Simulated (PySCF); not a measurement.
SMILES C=CB(F)F (C2H3BF2) (B3LYP/def2-SVP optimised geometry):

```
8

B     -1.328    -0.494     0.000
F     -2.024    -1.623     0.003
F     -2.027     0.634     0.000
C      0.221    -0.494     0.000
C      0.932     0.645     0.020
H      0.754    -1.452    -0.012
H      2.027     0.654     0.025
H      0.437     1.623     0.034
```

Computed with B3LYP/def2-TZVP in PySCF.

Q: What are the frontier orbital energies and the dipole moment?

A: HOMO-2 -11.35 eV, HOMO-1 -9.72 eV, HOMO -8.35 eV, LUMO -1.79 eV, LUMO+1 0.84 eV; dipole moment 2.06 D.

On the same geometry PBE/def2-TZVP (PySCF) gives HOMO-2 -9.63 eV, HOMO-1 -8.35 eV, HOMO -7.45 eV, LUMO -2.54 eV, LUMO+1 0.44 eV; dipole moment 1.93 D.

Meta-Löwdin charges at B3LYP/def2-TZVP: B1 0.63, F2 -0.29, F3 -0.30, C4 -0.25, C5 -0.17, H6 0.13, H7 0.12, H8 0.13.
